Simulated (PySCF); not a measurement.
Gas-phase thermal properties of CrO2F2

Energies from PySCF (xtb for GFN2), thermal terms from the rigid-rotor harmonic-oscillator model, ideal gas at 1 bar. 6-31G* has spherical d functions here. All species are closed-shell singlets. B3LYP is the form with VWN-RPA correlation. The harmonic model lacks anharmonicity and excited electronic states, which grow with temperature; levels with a mode under 35 cm⁻¹ are left out.

```tsv
level	point group	σ	ZPE (kJ/mol)	S°298 (J/mol/K)	Cp298 (J/mol/K)	S°1000 (J/mol/K)	H1000 − H298 (kJ/mol)
B3LYP/6-31G*	C2v	2	33.2	301.6	74.5	411.3	65.5
GFN2-xTB	C2v	2	27.4	308.0	80.8	422.9	68.2
HF/6-31G*	C2v	2	37.2	296.7	71.2	403.2	63.9
PBE/def2-SVP	C2v	2	31.5	303.9	76.1	415.0	66.3
PBE0/def2-TZVP	C2v	2	32.8	302.2	74.9	412.2	65.7
```
σ: rotational symmetry number. Electronic degeneracy used: 1. Frequencies are unscaled.
